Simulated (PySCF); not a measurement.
RbI, SMILES [Rb][I].

The structure is a stationary point at B3LYP-D3(BJ)/def2-TZVPD. The def2 effective core potentials stand for the cores of I, Rb; spin–orbit coupling is left out.

Method: C-PCM-M06-2X/def2-TZVPD (PySCF).

The values are the electrostatic part of the solvation free energy, E(continuum) − E(gas) at the gas-phase geometry, in a cavity of scaled van der Waals radii (PySCF's table); cavitation and dispersion terms are not included. A continuum can't describe solvent molecules that bind to the metal. In vacuum the orbital gap is 4.88 eV. The dipole moment in vacuum is 12.05 D.

Computed values in water (ε = 78.36), dichloromethane (ε = 8.93), tetrahydrofuran (ε = 7.43):
```json
[
 {"solvent": "water", "ε": "78.36", "ΔG(elec) (kcal/mol)": "-17.9", "dipole (D)": "14.06", "gap (eV)": "6.89"},
 {"solvent": "dichloromethane", "ε": "8.93", "ΔG(elec) (kcal/mol)": "-15.9", "dipole (D)": "13.83", "gap (eV)": "6.67"},
 {"solvent": "tetrahydrofuran", "ε": "7.43", "ΔG(elec) (kcal/mol)": "-15.4", "dipole (D)": "13.78", "gap (eV)": "6.62"}
]
```
